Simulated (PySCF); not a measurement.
# Hartree-Fock beside MP2: BCClH3

These are calculations, not measurements. They come from PySCF 2.14.0, an open-source quantum chemistry program, on an isolated molecule that a program drew, which may never have been made. The molecule is BCClH3 (charge 0, doublet), drawn as the SMILES string `[CH2]BCl`.

The geometry was optimised and harmonic frequencies were computed with HF and MP2, all in the cc-pV(D+d)Z basis, for the commonest isotopes, with a restricted reference for singlets and an unrestricted one otherwise, and a frozen core in MP2. Each result is a local minimum of its method.

Geometry at the HF minimum:
```xyz
6
BCClH3, angstrom
C     0.3145   -0.5262    0.8949
B     0.0303    0.2696   -0.3820
Cl   -1.4733   -0.0038   -1.2848
H    -0.3719   -1.2690    1.2874
H     1.2241   -0.3797    1.4682
H     0.7813    1.0870   -0.8192
```

Lengths of the bonds as drawn, in Å (atoms numbered as above):
| bond | HF | MP2 |
|---|---|---|
| C1-B2 | 1.531 | 1.536 |
| B2-Cl3 | 1.775 | 1.763 |
| C1-H4 | 1.085 | 1.095 |
| C1-H5 | 1.085 | 1.095 |
| B2-H6 | 1.193 | 1.202 |

Rotational constants, in GHz:
| constant | HF | MP2 |
|---|---|---|
| A | 47.21 | 46.69 |
| B | 5.444 | 5.49 |
| C | 4.881 | 4.912 |

Harmonic frequencies in cm^-1, each column in rising order, so a row needn't be the same motion in every method:
```
rank,HF,MP2
1,314,303
2,337,323
3,723,720
4,725,723
5,881,851
6,949,915
7,1106,1070
8,1259,1227
9,1551,1471
10,2768,2700
11,3284,?
12,3380,3306
```

**Estimate the missing MP2 frequency from the HF column.**

A single factor s that minimises the squared misfit of MP2 against s times HF over the other rows is sum(HF x MP2) / sum(HF^2) = 0.9738, with an rms misfit of 15 cm^-1. For rank 11 it gives 0.9738 x 3284 = 3198 cm^-1. The calculation gives 3200 cm^-1, 2 cm^-1 above the estimate. The drawn bonds are on average 0.4 % longer in MP2 than in HF.
